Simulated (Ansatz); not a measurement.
CH5BBrNO, SMILES `COB(N)Br`. Charge 0, multiplicity 1. Geometry: relaxed with PBE0-D4/def2-TZVP. It is one conformer, not always the lowest.

```xyz
10

C     1.225    1.098    0.459
O    -0.085    0.578    0.405
B    -0.434   -0.543   -0.265
N    -1.756   -0.984   -0.265
Br    0.887   -1.590   -1.256
H     1.918    0.379    0.903
H     1.586    1.363   -0.538
H     1.192    1.994    1.079
H    -2.477   -0.486    0.227
H    -2.055   -1.810   -0.749
```

Question: What is the dipole moment at r2SCAN/def2-TZVPP? (Best estimate.)

Answer: The calculation gave: 1.55 D, with components (-1.16, 0.71, 0.73) D in this frame, pointing from negative to positive charge.

Question: And with PBE, B3LYP, ωB97M-V? (Estimate.)

Answer: The calculation gave: PBE 1.51 D, B3LYP 1.45 D, ωB97M-V 1.47 D.

Question: Give the Mulliken charges with r2SCAN, B3LYP, PBE in def2-TZVPP. (Best estimate.)

Answer: Ansatz gave: 
```csv
atom,r2SCAN,B3LYP,PBE
C1,0.02,-0.11,-0.13
O2,-0.34,-0.31,-0.25
B3,0.30,0.25,0.18
N4,-0.34,-0.28,-0.28
Br5,-0.20,-0.21,-0.19
H6,0.07,0.11,0.11
H7,0.07,0.11,0.11
H8,0.07,0.12,0.11
H9,0.18,0.16,0.17
H10,0.18,0.16,0.17
```

B3LYP here is the variant with VWN-RPA as its local correlation; programs differ in this.
